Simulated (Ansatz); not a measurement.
Energy difference R1 → P1 + P2, each structure at its B3LYP-D3(BJ)/def2-TZVP stationary point, reached from a drawn start (curvature not checked).
R1, CH6O3Si (SMILES C[Si](O)(O)O) (charge 0, multiplicity 1, Z-matrix in Å and degrees):
```
Si
O 1 1.6483
H 2 0.9601 1 116.82
O 1 1.6484 2 109.01 3 -114.38
H 4 0.9600 1 116.87 2 4.04
O 1 1.6484 2 108.96 3 4.42
H 6 0.9600 1 116.86 2 -115.24
C 1 1.8467 2 109.93 3 125.04
H 8 1.0914 1 110.70 2 -67.41
H 8 1.0914 9 108.21 1 -121.48
H 8 1.0914 9 108.21 10 -117.03
```
P1: CH3 (SMILES [CH3]), charge 0, multiplicity 2.
P2: H3O3Si (SMILES O[Si](O)O), charge 0, multiplicity 2.

P less R. No zero-point or thermal terms; singlets are restricted closed shells; open shells are unrestricted. One arrangement of each flexible species, with no search for the lowest.

Cores are frozen in the correlated methods.

Programs: Ansatz (a program for electronic structure). No computed number here is a measurement.

Total energies in hartree:

```csv
structure,PBE/def2-TZVPP,PBE0/def2-TZVPP,CCSD(T)/cc-pV(T+d)Z
R1,-556.742062,-556.780185,-556.278205
P1,-39.788963,-39.799959,-39.760977
P2,-516.802217,-516.826562,-516.358012
```

Problem. Work out the reaction energy at each level in eV (1 hartree = 27.21139 eV), and say how far PBE/def2-TZVPP lies from CCSD(T)/cc-pV(T+d)Z.

Solution. 
- PBE/def2-TZVPP: (-39.788963) + (-516.802217) − (-556.742062) = 0.150882 hartree = 4.106 eV
- PBE0/def2-TZVPP: (-39.799959) + (-516.826562) − (-556.780185) = 0.153664 hartree = 4.181 eV
- CCSD(T)/cc-pV(T+d)Z: (-39.760977) + (-516.358012) − (-556.278205) = 0.159216 hartree = 4.332 eV
PBE/def2-TZVPP less CCSD(T)/cc-pV(T+d)Z: -0.226 eV. CCSD(T)/cc-pV(T+d)Z is the level counted from, the highest shown, and no exact or measured value.
